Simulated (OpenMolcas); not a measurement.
Mn2+: ligand-field states by method

Mn2+ with 3 ligands (fluoride) in trigonal planar coordination (D3h) at 1.95 Å. A charge of +0.333 e stands 2.4 Å behind each ligand. Ligand basis ANO-RCC-VDZP.
```
Mn    0.0000    0.0000    0.0000
F     1.9500    0.0000    0.0000
F    -0.9750    1.6887    0.0000
F    -0.9750   -1.6887    0.0000
```

* Program: OpenMolcas 26.06
* Basis: ANO-RCC-VDZP [5s4p2d1f]
* Scalar Hamiltonian: DKH2, point nucleus
* Active space: 5 electrons in 5 orbitals (3d)
* State averaging: 2S+1 = 6 even, 1 root; 2S+1 = 4 even, 24 roots; 2S+1 = 2 even, 75 roots
* Spin-orbit coupling: state interaction with AMFI integrals over the reference wave functions

I. CASSCF
II. SS-CASPT2, IPEA 0.25 Eh, imaginary shift 0.1 Eh (closed shells correlated: 3s 3p and the ligand valence shells)

Spin-free states (labels of D3, the rotations of D3h) in cm-1, each column counted from its own energy of the first state listed:

| State | Degeneracy | I | II |
| --- | --- | --- | --- |
| 6A1 | 1 | 0 | 0 |
| 4A2 | 1 | 28418 | 23990 |
| 4A1 | 1 | 28612 | 24100 |
| 4E | 2 | 28850 | 23690 |
| 4E | 2 | 29821 | 25570 |
| 4A1 | 1 | 30615 | 26510 |
| 4E | 2 | 30920 | 26760 |
| 4E | 2 | 31986 | 26250 |
| 4A2 | 1 | 35821 | 29230 |
| 4E | 2 | 36272 | 29680 |
| 4A1 | 1 | 37875 | 32280 |
| 4E | 2 | 40491 | 34970 |
| 2A1 | 1 | 42338 | 37120 |
| 2A2 | 1 | 42348 | 37120 |
| 2E | 2 | 42369 | 37510 |
| 2E | 2 | 42524 | 36840 |
| 2A1 | 1 | 42526 | 36830 |
| 2E | 2 | 42792 | 36980 |
| 2E | 2 | 43727 | 38040 |
| 2A2 | 1 | 43983 | 38440 |

From I to II, I's first state of another spin (4A2) moves from 28418 to 23990 cm-1, by about -4400 cm-1. In II another state of that kind comes below it.

χT at 300 K: I 4.39, II 4.39 cm3 K/mol.

Roots that are degenerate in the reference are averaged as groups; the widest CASPT2 spread within a group is 46 cm-1 (the 2-fold group of multiplicity 2 near 62800 cm-1 above the lowest state of its run, II). Shifts and gaps below about the spread of the groups concerned are not significant. Ligand-to-metal charge-transfer states are missing. With no ligand orbital active B as a rule stays too high, so bands that hang on it stand too high and its fall with covalency is understated. Without dynamic correlation the repulsion within the d shell is too large (B by tens of per cent), so at a given field states of lower spin stand too high (holds for I). With metal d orbitals alone and no dynamic correlation the field as a rule comes out too small, by tens of per cent, by up to half for chloride and softer ligands (holds for I). Free-ion shares, where given, are those of the reference states; single-state CASPT2 does not remix them (holds for II). No measured value stands beside these numbers; the geometry is a model, was not optimised and need not be the one that this ion takes.
